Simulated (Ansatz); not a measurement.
Program: Ansatz. Geometries: PBE0-D4/def2-TZVP. ΔE: electronic, gas phase. CBS: MP2 limit from def2 TZ/QZ plus the TZ coupled-cluster correction, frozen cores. This one scheme is used for every species. DFT in def2-TZVPP. B3LYP here is the variant with VWN-RPA as its local correlation; programs differ in this. HSE06 is defined as in plane-wave codes. One conformer a species, not always the lowest.

`BOB[SiH3]` + H–F → `BOBF` + SiH₄  (cleavage of the B–Si bond)

`BOB[SiH3]`:

Z-matrix (Å, degrees):
```
Si
B 1 2.028
H 1 1.491 2 109.1
H 1 1.491 2 109.1 3 -116.7
H 1 1.487 2 113.8 3 121.6
O 2 1.368 1 120.4 3 -121.4
H 2 1.204 1 121.5 3 58.6
B 6 1.368 2 124.7 1 -179.9
H 8 1.199 6 119.5 2 -0.2
H 8 1.195 6 117.3 2 179.9
```

H–F:

Z-matrix (Å, degrees):
```
F
H 1 0.920
```

`BOBF`:

Z-matrix (Å, degrees):
```
B
O 1 1.363
H 1 1.199 2 119.9
H 1 1.195 2 117.3 3 180.0
B 2 1.363 1 124.8 3 0.0
F 5 1.316 2 117.3 1 -179.9
H 5 1.195 2 122.9 1 0.1
```

SiH₄:

Z-matrix (Å, degrees):
```
Si
H 1 1.485
H 1 1.485 2 109.5
H 1 1.485 2 109.5 3 -120.0
H 1 1.485 2 109.5 3 120.0
```

| level | ΔE (kJ/mol) | difference from CCSD(T)/CBS |
| --- | --- | --- |
| LDA (SPW92) | -184.0 | -2.9 |
| revPBE-D4 | -172.1 | 9.0 |
| BLYP-D4 | -187.4 | -6.3 |
| r2SCAN-D4 | -191.7 | -10.6 |
| B97M-V | -194.9 | -13.8 |
| PBE0-D4 | -178.7 | 2.4 |
| B3LYP-D4 | -190.1 | -9.0 |
| r2SCANh-D4 | -191.5 | -10.4 |
| HSE06-D4 | -178.7 | 2.4 |
| BHLYP-D4 | -196.7 | -15.6 |
| CAM-B3LYP-D4 | -196.8 | -15.7 |
| ωB97X-V | -188.1 | -7.0 |
| ωB97M-V | -192.6 | -11.5 |
| B2PLYP | -194.8 | -13.7 |
| PBE-QIDH | -186.3 | -5.2 |
| PBE | -179.0 | 2.1 |
| BLYP | -193.9 | -12.8 |
| r2SCAN | -192.7 | -11.6 |
| PBE0 | -181.8 | -0.7 |
| B3LYP | -195.6 | -14.5 |
| r2SCANh | -192.7 | -11.6 |
| r2SCAN0 | -192.7 | -11.6 |
| HSE06 | -181.8 | -0.7 |
| BHLYP | -201.9 | -20.8 |
| LC-ωPBE | -186.1 | -5.0 |
| RPA@PBE/def2-TZVPP | -184.8 | -3.7 |
| HF/def2-SVP | -223.7 | -42.6 |
| MP2/def2-SVP | -216.2 | -35.1 |
| CCSD/def2-SVP | -212.5 | -31.4 |
| CCSD(T)/def2-SVP | -211.8 | -30.7 |
| HF/def2-TZVPP | -211.7 | -30.6 |
| MP2/def2-TZVPP | -189.0 | -7.9 |
| SCS-MP2/def2-TZVPP | -192.3 | -11.2 |
| CCSD/def2-TZVPP | -188.7 | -7.6 |
| CCSD(T)/def2-TZVPP | -186.3 | -5.2 |
| HF/def2-QZVPP | -212.1 | -31.0 |
| MP2/def2-QZVPP | -186.2 | -5.1 |
| HF/CBS(def2) | -212.1 | -31.0 |
| MP2/CBS(def2) | -183.9 | -2.8 |
| CCSD/CBS(def2) | -183.6 | -2.5 |
| CCSD(T)/CBS | -181.1 | 0 |

Largest T1 diagnostic among the species: 0.013.

At CCSD(T), def2-SVP lies −30.7 kJ/mol from the extrapolated value and def2-TZVPP −5.2 kJ/mol. From BLYP to BHLYP (50 % exact exchange), in def2-TZVPP and without D4, ΔE moves by −8.0 kJ/mol.
